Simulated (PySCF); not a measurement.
## One molecule, a ladder of functionals, a line

Molecule: `P[Si]([SiH3])(P)Cl`, ClH$_{7}$P$_{2}$Si$_{2}$.

Structure with atom numbers: `[SiH3:1][Si:2]([PH2:3])([PH2:4])[Cl:5]`; H(Xn) means a hydrogen on atom n.

GIAO shieldings (ppm, equivalent atoms averaged) in PySCF on the PBE0-D3(BJ)/def2-SVP geometry, basis pcSseg-1, gas phase, non-relativistic:

| functional | exact exchange (%) | σ(Si2) | σ(Si1) | σ(Cl5) |
| --- | --- | --- | --- | --- |
| BLYP | 0 | 268.0 | 410.4 | 920.3 |
| BP86 | 0 | 283.6 | 420.8 | 923.7 |
| PBE | 0 | 286.5 | 423.1 | 924.9 |
| B3LYP | 20 | 286.2 | 422.2 | 947.5 |
| PBE0 | 25 | 308.2 | 437.0 | 959.3 |
| mPW1PW91 | 25 | 306.3 | 434.3 | 959.9 |
| HF | 100 | 360.6 | 470.0 | 1029.5 |

(1) Fit each shielding as a line in the percentage of exact exchange.

(2) What does the line predict for BHandHLYP (50 %), and what does the run give?

Results:

(1) σ(Si2) = 280.0 + 0.82 x (rms 7.5 ppm); σ(Si1) = 418.4 + 0.52 x (rms 5.0 ppm); σ(Cl5) = 926.3 + 1.07 x (rms 4.5 ppm). The functionals also differ in their semilocal parts, which the line can't hold; Hartree–Fock has no correlation at all.

(2) σ(Si2): 321.0 predicted, 312.9 computed; σ(Si1): 444.4 predicted, 439.4 computed; σ(Cl5): 979.8 predicted, 981.9 computed ppm.
